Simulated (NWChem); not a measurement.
Species: C2H6ClFSi; SMILES CC[Si@@H](F)Cl

```xyz
11

C     -1.0275     1.9396     0.6443
C     -0.3554     1.4669    -0.6430
Si     0.5657    -0.1403    -0.4941
F      1.7272     0.0082     0.6295
Cl    -0.7087    -1.6297     0.1479
H     -1.7572     1.1998     1.0070
H     -1.5612     2.8899     0.4920
H     -0.2898     2.0958     1.4460
H      0.3703     2.2156    -1.0092
H     -1.0946     1.3431    -1.4543
H      1.2135    -0.5884    -1.7516
```
Atoms are numbered in this order, from 1.

STO-3G and 3-21G are far too small for this property and stand as cheap habits. All runs use the structure optimised with PBE0/def2-SVP.

**Question.** List the 4 lowest vertical singlet excitations from PBE/3-21G, TDA (NWChem).

**Answer.** 
| state | energy (eV) | oscillator strength | leading excitation (squared amplitude) |
|---|---|---|---|
| S1 | 7.65 | 0.014 | HOMO → LUMO (0.97) |
| S2 | 7.83 | 0.002 | HOMO → LUMO+1 (0.99) |
| S3 | 8.24 | 0.021 | HOMO−1 → LUMO (0.97) |
| S4 | 8.38 | 0.002 | HOMO−2 → LUMO (0.76) |
